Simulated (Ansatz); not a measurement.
Gas-phase electronic energies from Ansatz, PBE0-D4/def2-TZVP geometries. CCSD(T)/CBS is the MP2 limit (def2-TZVPP, def2-QZVPP) plus CCSD(T) − MP2 in def2-TZVPP, frozen cores. This one scheme is used for every species, atoms too. Functionals use def2-TZVPP. HSE06 is defined as in plane-wave codes. No spin–orbit coupling; open shells (•) take unrestricted orbitals. One conformer a species, not always the lowest.

Consider the homolysis of the H–Si bond: `O[Si](O)(F)[SiH3]` → H• + `O[Si](O)(F)[SiH2]`•.

`O[Si](O)(F)[SiH3]`:

```xyz
10

O    -0.711   -0.862   -1.587
Si    0.149   -0.664   -0.209
O     1.726   -0.719   -0.597
F    -0.244   -1.875    0.763
Si   -0.255    1.335    0.923
H    -1.612   -1.183   -1.515
H     2.008   -1.336   -1.276
H    -1.695    1.405    1.290
H     0.561    1.409    2.163
H     0.073    2.489    0.046
```

`O[Si](O)(F)[SiH2]`•:

Z-matrix (Å, degrees):
```
Si
O 1 1.624
F 1 1.599 2 110.6
O 1 1.635 2 106.8 3 -117.3
Si 1 2.318 2 111.4 3 118.1
H 2 0.960 1 118.0 3 83.8
H 4 0.959 1 118.2 2 166.7
H 5 1.486 1 115.4 2 -72.7
H 5 1.486 1 114.7 2 58.5
```

```csv
level,ΔE (eV),difference from CCSD(T)/CBS
B97M-V,3.98,-0.11
PBE0-D4,3.86,-0.23
HSE06-D4,3.86,-0.23
r2SCAN,3.86,-0.23
PBE0,3.86,-0.23
r2SCANh,3.87,-0.22
r2SCAN0,3.87,-0.22
MP2/def2-SVP,3.76,-0.33
CCSD/def2-SVP,3.87,-0.22
MP2/def2-QZVPP,3.95,-0.14
CCSD(T)/CBS,4.09,0
```

Largest T1 diagnostic among the species: 0.014.

Leaving LDA and LC-ωPBE aside and taking each functional with its dispersion term where it has one, the values, not all of them listed here, spread over 0.30 eV, from revPBE-D4 to ωB97X-V. LDA lies +0.41 eV from PBE without D4, its usual overbinding. In def2-TZVPP, CCSD(T) changes the Hartree–Fock value by +0.81 eV (the triples alone add +0.01 eV) and MP2 by +0.72 eV; breaking electron pairs costs correlation energy, which Hartree–Fock lacks.
